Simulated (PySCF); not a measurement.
**How methods differ on the excitation energy of Ge**

Ge [Ar] 3d10 4s2 4p2 (3P) → Ge [Ar] 3d10 4s1 4p3 (5S), as a difference of total energies. Computed with PySCF 2.14 in aug-cc-pVQZ-DK, with the spin-free X2C one-electron Hamiltonian (Gaussian nucleus). Correlated levels: valence: [Ar] 3d10 frozen. The calculations carry no spin-orbit coupling.

```csv
method,excitation energy (cm⁻¹)
UHF,28132
LDA,47535
PBE,45920
PBE0,42758
r2SCAN,40598
BLYP,50123
CAM-B3LYP,47072
B2PLYP,43849
LC-wPBE,41341
MP2 (valence),35678
SCS-MP2 (valence),39098
```

Errors of the correlated levels include the incompleteness of this basis and the frozen core.

For comparison: 40958 cm⁻¹ (measured; NIST levels, between the centres of gravity of the two terms).
